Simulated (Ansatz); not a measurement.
Reaction (ligand exchange at the Al–C bond): `C/[C]([AlH2])=C\F` + `OC[SiH](F)F` → `F[SiH](F)C[O][AlH2]` + `C/C=C\F`

Program: Ansatz. Geometries: PBE0-D4/def2-TZVP. ΔE: electronic, gas phase. CCSD(T)/CBS is the MP2 limit (def2-TZVPP, def2-QZVPP) plus CCSD(T) − MP2 in def2-TZVPP, frozen cores. Double bonds are as drawn, so ΔE can hold a change between cis and trans. Functionals use def2-TZVPP. Each species was taken in one conformer, which may not be the lowest.

```
        level  ΔE (kcal/mol)
      ωB97X-V          -30.2
       B2PLYP          -31.5
HF/def2-QZVPP          -34.0
 HF/CBS(def2)          -34.0
```

(1) What does CCSD(T)/CBS give? (Estimate.)

Largest T1 diagnostic among the species: 0.013.

Results:

(1) The calculation gave: -30.3 kcal/mol. The listed levels differ from it by 0.1, -1.2, -3.7, -3.7 kcal/mol.

In def2-TZVPP, CCSD(T) changes the Hartree–Fock value by +3.3 kcal/mol (the triples alone add +0.8 kcal/mol) and MP2 by +3.3 kcal/mol.
